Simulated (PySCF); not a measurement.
# Dipole moment and polarisability of Si(vinyl)2(nBu)2

Compound: Si(vinyl)2(nBu)2, C₁₂H₂₄Si.
Geometry (PBE0-D3(BJ)/def2-SVP, Å), atoms numbered from 1 in this order:
```
atom  x, y, z in Å
Si1    0.8224   -0.0977    0.0547
C2     0.9113   -0.0496    1.9314
C3     2.0241   -0.2827    2.6375
H4    -0.0069    0.1811    2.4910
H5     2.9754   -0.5181    2.1455
H6     2.0417   -0.2544    3.7334
C7     2.5728   -0.0928   -0.6221
C8     3.0933   -1.0499   -1.3995
H9     3.2197    0.7597   -0.3711
H10    2.5175   -1.9348   -1.6943
H11    4.1194   -1.0007   -1.7827
C12   -0.1047    1.4418   -0.5302
C13    0.5645    2.7627   -0.1526
C14   -0.1898    4.0143   -0.5986
C15   -1.5568    4.1890    0.0453
H16   -0.2283    1.3762   -1.6267
H17   -1.1241    1.3901   -0.1078
H18    0.7123    2.8012    0.9424
H19    1.5783    2.7917   -0.5880
H20    0.4312    4.8982   -0.3727
H21   -0.2982    3.9959   -1.6980
H22   -2.0370    5.1245   -0.2797
H23   -2.2410    3.3656   -0.2121
H24   -1.4774    4.2202    1.1445
C25   -0.0797   -1.6574   -0.5088
C26   -1.4954   -1.8052    0.0481
C27   -2.2416   -3.0484   -0.4334
C28   -1.6067   -4.3648   -0.0120
H29   -0.1063   -1.6658   -1.6142
H30    0.5426   -2.5188   -0.2097
H31   -1.4556   -1.8171    1.1526
H32   -2.0911   -0.9152   -0.2187
H33   -3.2768   -3.0075   -0.0528
H34   -2.3245   -3.0133   -1.5346
H35   -2.2054   -5.2249   -0.3487
H36   -0.5962   -4.4863   -0.4320
H37   -1.5172   -4.4304    1.0848
```

Level: CAM-B3LYP/def2-SVPD (PySCF), static field, nuclei fixed, core orbitals frozen in the response. The polarisability tensor in these axes (au):

```
x   173.88  -3.73   1.70
y    -3.73 182.05   4.79
z     1.70   4.79 158.30
```

What are the eigenvalues, a third of the trace, and Δα (Δα² = ½Σ(αi − αj)² over the three pairs)?

Principal values 157.02, 173.12 and 184.09 au; mean 171.41 au = 25.40 Å³ = 28.26 × 10⁻⁴⁰ C²·m²/J; Δα = 23.58 au (14 % of the mean).

What is the dipole moment?

0.18 D at this geometry.

Sum over states: ᾱ = Σ f/ω², ω in Eh. What share falls to these 10 lowest TDDFT singlets (eV, f)? 6.48, 0.0025; 6.51, 0.0063; 6.85, 0.1569; 6.96, 0.2866; 7.17, 0.2223; 7.46, 0.0763; 7.50, 0.0818; 7.57, 0.0166; 7.70, 0.0230; 7.75, 0.0729.

They add up to 13.70 au, 8.0 % of the 171.41 au; the largest single term is 4.38 au, from the state at 6.96 eV. Terms in order: 0.04, 0.11, 2.48, 4.38, 3.20, 1.01, 1.08, 0.21, 0.29, 0.90 au. Higher excitations give the rest. The strengths listed sum to 0.945.

Give the eigenvalues of the traceless quadrupole moment Θ = ½Σq(3rr − r²1), origin at the centre of nuclear charge.

-3.14, 0.74, 2.40 D·Å. The values depend on the origin, since the dipole doesn't vanish. The electronic extent ⟨r²⟩ about the same centre is 4230 bohr², a root-mean-square distance of 3.28 Å for the 110 electrons.

What depolarisation ratio follows for Rayleigh scattering of linearly polarised light, taking the static tensor?

ρ = 3Δα²/(45ᾱ² + 4Δα²) = 1667.7/(1322158 + 2223.6) = 0.00126.

Geometry: PBE0-D3(BJ)/def2-SVP, one conformer, isolated molecule.

These values come from a run that also computed excited states. The run took 4.4 min wall, 9.3 min CPU (grids of density and orbitals included) on 2 threads, Intel Xeon Platinum 8488C (x86_64), shared host with 96 logical CPUs at a one-minute load of 31, and the process peaked at 4.2 GiB of memory.
